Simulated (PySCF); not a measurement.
Finite-field polarisability of Sb (antimony, neutral)

[Kr] 4d10 5s2 5p3, high-spin 4S determinant. Calculation: PySCF 2.14, in aug-cc-pVQZ-PP with ECP28MDF; scalar relativity through the core potential. Frozen: 4s2 4p6 4d10. Energy changes in a uniform field (μhartree):

```
axis  F (au)        HF       MP2      CCSD   CCSD(T)
   x  0.0021   -97.710   -97.567   -97.798   -98.082
   x  0.0042  -391.163  -390.595  -391.520  -392.662
```

(1) Derive α along x at CCSD(T) from the two fields.

(2) And the mean polarisability at each level?

## Answers

(1) With ΔE = −αF²/2 − γF⁴/24, α = −(16 ΔE(F) − ΔE(2F))/(6F²) = 44.47 bohr³.

(2) HF 44.30, MP2 44.24, CCSD 44.34, CCSD(T) 44.47 bohr³. Reference: 43 ± 2 bohr³ (recommended; Schwerdtfeger and Nagle, table of static dipole polarizabilities (2023 update)).
